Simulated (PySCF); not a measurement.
HO₃Ta, SMILES [OH][Ta](=[O])=[O], multiplicity 1. Atoms are numbered in the order given.

```xyz
5

Ta     0.0538     0.1714     0.0000
O      0.8000    -0.5717     1.3795
O      0.8000    -0.5717    -1.3795
O     -1.7958    -0.2877     0.0000
H     -2.3572    -1.0658     0.0000
```
Charge 0, spin multiplicity 1.

Geometry: PBE0-D3(BJ)/def2-SVP. A frequency run showed that this geometry is not a minimum. The multiplicity is an assumed one; other spin states were not compared. The def2 effective core potentials stand for the cores of Ta; spin–orbit coupling is left out. The values are those of a single conformer.

Calculation: PBE/def2-TZVPD run with PySCF.

Gas-phase values at a fixed geometry.

| Item | Result |
|---|---|
| total energy | -283.33986 hartree |
| point group | Cs |
| highest occupied level | -6.35 eV |
| lowest empty level | -4.33 eV |
| orbital gap | 2.01 eV |
| dipole moment | 4.97 D |
| quadrupole, principal values (traceless, Buckingham form, about the centre of nuclear charge) | -11.27, -5.07, 16.34 D·Å |
| mean static polarisability | 49.9 bohr³ (7.40 Å³) |
| polarisability, principal values | 37.5, 55.2, 57.0 bohr³ |
